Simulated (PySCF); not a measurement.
Peak assignment

Geometry (Å), atoms numbered from 1 in this order:
```xyz
16

C    -2.464   -0.951    0.074
C    -1.977    0.440   -0.222
O    -2.699    1.369   -0.489
C    -0.513    0.587   -0.151
N     0.333   -0.431    0.040
N     1.523    0.091    0.046
C     2.708   -0.690    0.223
N     1.564    1.394   -0.123
C     0.294    1.740   -0.254
F    -0.071    2.988   -0.436
H    -2.282   -1.172    1.124
H    -1.906   -1.672   -0.516
H    -3.528   -1.024   -0.133
H     2.405   -1.714    0.427
H     3.288   -0.292    1.056
H     3.318   -0.653   -0.680
```

- geometry from GFN2-xTB
- σ from GIAO-PBE0/pcSseg-1
- run in PySCF 2.14.0 with density-fitted response routines
- one conformer, relativity neglected, equivalent nuclei averaged, in vacuum

Referencing at the same level of theory: 13C, 1H against TMS.

(1) Assign these signals to the numbered atoms. 13C{1H} NMR (computed): δ 193.7 (C), 171.5 (C), 134.5 (C), 42.8 (CH3), 30.5 (CH3).

(2) Assign these signals to the numbered atoms. 1H NMR (600 MHz, computed): δ 4.17 (s, 3H), 2.62 (s, 3H).

Results:

(1) 
```tsv
δ (ppm)	atoms	environment	reason
193.7	C2	ketone carbonyl carbon	low-lying n→π* states of the double bond to the heteroatom give a large paramagnetic term (-251 ppm)
171.5	C9	aromatic carbon bearing fluorine	σ withdrawal by the attached heteroatom moves it downfield of the ring CH carbons
134.5	C4	substituted aromatic carbon next to a ring nitrogen	–
42.8	C7	methyl carbon bonded to N	the inductive effect lowers its shielding
30.5	C1	methyl carbon α to a carbonyl	α to the electron-withdrawing carbonyl group
```

(2) 
```tsv
δ (ppm)	atoms	environment	reason
4.17	H14/H15/H16	hydrogen on a methyl carbon bonded to N	its carbon carries N, which withdraws density
2.62	H11/H12/H13	hydrogen on a methyl carbon α to a carbonyl	α to C=O
```

Splittings by 19F in the carbon and heteronuclear signals aren't shown, as no couplings were computed. Shifts are as computed. Against solution values, carbons near 30 ppm lie about +3 ppm off and those near 130 ppm about +5 ppm. Of 1211 compounds with measured shifts, 218 miss one by over three times the rms of a fit or turn the order of signals round; such compounds aren't used in these exercises. Multiplicities follow the n + 1 count of equivalent neighbours, as no J values were calculated; m marks all less simple cases, F and P coupling included.
